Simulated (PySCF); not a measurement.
**Polarisability and C₆ of Pb⁺ (lead, charge +1)**

[Xe] 4f14 5d10 6s2 6p1, 2P determinant. Calculation: PySCF 2.14, in ANO-RCC-VTZP; scalar relativity by spin-free X2C-1e. Coupled (time-dependent) response in atomic units; α is the mean over directions. The basis has no added diffuse functions, which lowers α and C₆.

| method | mean α (bohr³) | α xx, yy, zz | C₆ (like pair) | S(−4) |
| --- | --- | --- | --- | --- |
| PBEsol | 23.68 | 21.20, 28.63, 21.20 | 212.3 | 138.9 |

S(−4) is the Cauchy moment in α(ω) = α(0) + S(−4) ω² + …

Spin-orbit coupling is absent.

α(iu) at PBEsol:

```
u (hartree)  α(iu) (bohr³)
          0          23.68
     0.0500          23.34
      0.100          22.39
      0.200          19.42
      0.300          16.18
      0.500          11.22
      0.750          7.700
       1.00          5.741
       1.50          3.685
       2.00          2.610
       3.00          1.516
       5.00         0.6957
```

A single London oscillator, α(iu) = α/(1 + u²/ω²), gives C₆ = (3/4) ω α². Matching the computed C₆ needs ω = 4 × 212.3 / (3 × 23.68²) = 0.505 hartree.

For an ion, C₆ is the dispersion term alone; charge-induced terms of lower order in 1/R come first.

The components differ because the open shell of this determinant is not spherical; for a pure term their mean is the scalar polarisability.

Spin-orbit coupling, absent here, splits the open shell strongly.
